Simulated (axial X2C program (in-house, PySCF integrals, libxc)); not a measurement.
NaGa: from the spin-free to the two-component result

All values were computed with an in-house relativistic program for diatomic molecules. Spin-free means the one-electron spin-free X2C Hamiltonian; two-component (2c) means X2C with spin–orbit coupling and atomic mean-field two-electron Coulomb and Gaunt terms, so the difference of the two also holds small scalar two-electron terms. Basis: Ga dyall-cv3z [9s9p7d4f1g], Na dyall-cv3z [9s8p5d2f] (cores contracted in-house); Gaussian nuclei, density fitting, unrestricted open shells. Masses: Ga 68.926 u, Na 22.990 u.

Spin-free state: M_S = 0, Λ = 0 (closed shell); fragments Ga + Na.

| level | Re (Å) | ωe (cm⁻¹) | De (eV) | μ (D) |
| --- | --- | --- | --- | --- |
| PBE0 | 3.113 | 158.2 | 0.692 | 2.01 |
| PW91 | 3.122 | 151.7 | 0.851 | 1.46 |

Dipoles are positive if Na is the positive end.

Two-component determinant lowest at the distance of the search:

Ω = 0 (closed shell); fragments Ga + Na.

```json
{"level": "PBE0", "Re (Å)": "3.112", "ωe (cm⁻¹)": "157.9", "μ (D)": "2.03"}
{"level": "PW91", "Re (Å)": "3.121", "ωe (cm⁻¹)": "151.4", "μ (D)": "1.48"}
```

Q: From the two tables, how do the constants change at the PBE0 level (2c against spin-free)?

A: At the PBE0 level Re is unchanged within 0.001 Å and ωe decreases by 0.3 cm⁻¹.

Occupations by symmetry block were frozen at the best pattern of an incomplete PBE0 search. Closed shells are restricted here (equal orbitals for both partners); the stretched side of such a curve lies too high. Dissociation energies refer to the lowest single-determinant-based atoms at the same level and basis. De is not given where an atomic determinant may have missed its ground term or J level, or where the truncated virtual space spoils (T). PBE0 can misorder states that lie within some tenths of an eV, so this need not be the ground state of the molecule. The nearest other spin-free determinant of the search, M_S = 1, Λ = 1, lies 0.21 eV up at the distance of the search. The functionals have no current-density term, which raises determinants with orbital currents, atoms included.
